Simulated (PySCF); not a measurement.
Spectroscopy problems

Theory: shieldings: GIAO PBE0/pcSseg-1, geometry: GFN2-xTB, in PySCF (one computed conformer, gas phase, averaged over atoms made equivalent by symmetry, fast rotation or ring inversion, non-relativistic).

Chemical shifts δ = σref − σ; ¹H (σref 31.72) and ¹³C (σref 186.93) vs TMS, all at this level. Splittings of carbon signals by F and P are missing where no couplings were computed. Where no couplings were computed, multiplicities follow the n + 1 count of equivalent neighbours, and m marks all less simple cases (inequivalent or close neighbours, rings, F or P nearby). Shifts are as computed. Against solution values, carbons near 30 ppm lie about +3 ppm off and those near 130 ppm about +5 ppm. Of 1211 compounds with measured shifts, 218 miss one by over three times the rms of a fit or turn the order of signals round; such compounds aren't used in these exercises.

Q: C$_{5}$H$_{10}$F$_{2}$OSi. ¹H NMR (500 MHz, computed): δ 4.92 (s, 3H), 4.38 (m, 1H), 4.34 (m, 1H), 4.05 (m, 1H), 1.47 (d, 3H), 0.98 (m, 1H). ¹³C{¹H} NMR (computed): δ 73.5 (CH), 72.8 (CH), 66.3 (CH), 31.0 (CH), 25.8 (CH3). Identify the compound.

A: SMILES C[C@@H](O[SiH3])[C@@H]1[C@H](F)[C@@H]1F. Rings plus π bonds: 1 (1 ring in the answer). 5 carbon signals for 5 carbons: no two carbons are equivalent. Carbon types of the structure: 4 × CH, 1 × CH3, leaving 3 H on heteroatoms. δC 73.5, 72.8, 31.0: three-membered-ring carbon. δC 66.3: sp3 CH bonded to O; pulled downfield by the heteroatom. δH 4.38, 4.34, 0.98: hydrogen on a three-membered-ring carbon. δH 4.05: hydrogen on an sp3 CH bonded to O; its carbon carries O, which withdraws density.

The data come from this structure; uniqueness wasn't tested.

Q: C$_{5}$H$_{13}$O$_{4}$P. ¹H NMR (600 MHz, computed): δ 3.99 (m, 2H), 3.94 (m, 6H), 1.59 (m, 2H), 1.13 (t, 3H). ¹³C{¹H} NMR (computed): δ 70.4 (CH2), 54.0 (CH3), 27.9 (CH2), 13.2 (CH3). Give a structure.

A: `C(C)COP(=O)(OC)OC`. 4 carbon signals for 5 carbons: some carbons are equivalent by symmetry or fast rotation. Carbon types of the structure: 2 × CH2, 3 × CH3, which accounts for all hydrogens. δC 70.4: sp3 CH2 bonded to O; the inductive effect lowers its shielding. δC 27.9: sp3 CH2; saturated and bonded to C and H only. δH 3.94: hydrogen on a methyl carbon bonded to O; its carbon carries O, an electronegative neighbour. δH 1.13: hydrogen on a methyl carbon; far from electronegative atoms and π systems.

The data come from this structure; uniqueness wasn't tested.
